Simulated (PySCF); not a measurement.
# Simulated absorption spectrum

SnH2Me(OMe), C2H8OSn.
SMILES: `[H][Sn]([H])([CH3])[O]C`

Level of theory: PySCF, TDDFT wB97X-D/def2-SVPD, vertical, gas phase, core orbitals frozen in the response, def2 core potentials past Kr. Geometry: PBE0-D3(BJ)/def2-SVP, one conformer, isolated molecule. Spin–orbit coupling is left out.

Computed states:

| state | E (eV) | f |
| --- | --- | --- |
| S1 | 6.05 | 0.0031 |
| S2 | 6.92 | 0.098 |
| S3 | 7.01 | 0.056 |
| S4 | 7.19 | 0.0003 |
| S5 | 7.56 | 0.0096 |
| S6 | 7.70 | 0.080 |
| S7 | 7.75 | 0.0002 |
| S8 | 7.86 | 0.020 |
| S9 | 8.11 | 0.0001 |
| S10 | 8.22 | 0.059 |

Broadening: Gaussians 0.4 eV wide at half height, area fixed by f = 4.319×10⁻⁹ ∫ε dν̃. The width is an assumption, not a result. The curve ends short of the highest state used, and states not computed would add to its high-energy end.

Q: What does the envelope look like, and where are its maxima?

A: 
(E (eV), ε (L mol⁻¹ cm⁻¹)): (5.45, 0), (5.51, 1), (5.57, 4), (5.63, 10), (5.70, 25), (5.76, 49), (5.82, 84), (5.88, 126), (5.94, 168), (6.01, 201), (6.07, 204), (6.13, 183), (6.19, 145), (6.25, 104), (6.32, 70), (6.38, 75), (6.44, 147), (6.50, 352), (6.56, 803), (6.63, 1831), (6.69, 3264), (6.75, 5162), (6.81, 7247), (6.87, 9035), (6.94, 10065), (7.00, 9721), (7.06, 8357), (7.12, 6413), (7.18, 4439), (7.25, 2677), (7.31, 1886), (7.37, 1799), (7.43, 2342), (7.49, 3364), (7.56, 4842), (7.62, 5989)

Maxima: 205 nm (6.05 eV), ε about 210, made up of S1 (100%); 178 nm (6.95 eV), ε about 10000, made up of S2 (64%) and S3 (36%) (ε in L mol⁻¹ cm⁻¹; maxima over ε = 5, shares over 10%). At its high-energy end, 7.62 eV, the curve is still rising (ε about 6000, from S5 and S6).

Q: On this curve, what absorbance would a 10⁻⁵ mol/L sample give at 193 nm over a 1 cm path?

A: 193 nm is 6.424 eV, where ε is about 120 L mol⁻¹ cm⁻¹, so A = ε c l ≈ 0.0012 (Beer–Lambert, with the gas-phase spectrum and the assumed width).

Q: Coming from long wavelengths, where does ε first pass 100 L mol⁻¹ cm⁻¹?

A: At about 212 nm (5.84 eV), 0.20 eV below S1.

Q: What would ε be at 6.95 eV, the highest of these maxima, with half the width (0.2 eV)?

A: About 18600 L mol⁻¹ cm⁻¹ against 10100, a factor of about 1.8; a lone state at its own centre would give exactly 2.

The vertical ionisation energy (ΔSCF) is 9.50 eV, 1.28 eV above S10.
